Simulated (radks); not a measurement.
Values are calculated unless marked as measured or tabulated.
Q: All-electron atom: Rb4+ in [Ar] 3d10 4s2 4p3. Level of theory: scalar-relativistic Kohn-Sham, LDA (Slater exchange, VWN5 correlation), spin-polarised, spherical densities, point nucleus; open shells are filled with parallel spins first (spin-orbit coupling, left out, can overturn this in heavy ions) (a radial shooting solver on a logarithmic mesh with Libxc functionals). Some entries of the table are withheld. Estimate them.

| orbital | occ. | eigenvalue (hartree) | r(max) (bohr) |
|---|---|---|---|
| 1s up | 1 | -553.5990 | 0.02632 |
| 1s down | 1 | -553.5851 | 0.02632 |
| 2s up | 1 | -75.65413 | 0.1498 |
| 2s down | 1 | -75.64481 | 0.1498 |
| 2p up | 3 | -67.35377 | 0.1196 |
| 2p down | 3 | -67.34079 | 0.1196 |
| 3s up | 1 | -12.84561 | 0.4512 |
| 3s down | 1 | -12.82760 | 0.4513 |
| 3p up | 3 | -10.18210 | 0.4463 |
| 3p down | 3 | -10.16185 | 0.4464 |
| 3d up | 5 | -5.75906 | 0.3916 |
| 3d down | 5 | -5.73535 | 0.3915 |
| 4s up | 1 | -2.94415 | 1.221 |
| 4s down | 1 | -2.81705 | 1.215 |
| 4p up | 3 | -2.28323 | 1.341 |
| 4p down | 0 | -2.15782 | 1.338 |
| 4d up | 0 | -1.34183 | (1) |
| 4d down | 0 | -1.23998 | (2) |
| 5s up | 0 | -1.11472 | (3) |
| 5s down | 0 | -1.07483 | (4) |

A: 
(1) 4d up r(max) (bohr): 1.695
(2) 4d down r(max) (bohr): 1.736
(3) 5s up r(max) (bohr): 2.784
(4) 5s down r(max) (bohr): 2.847
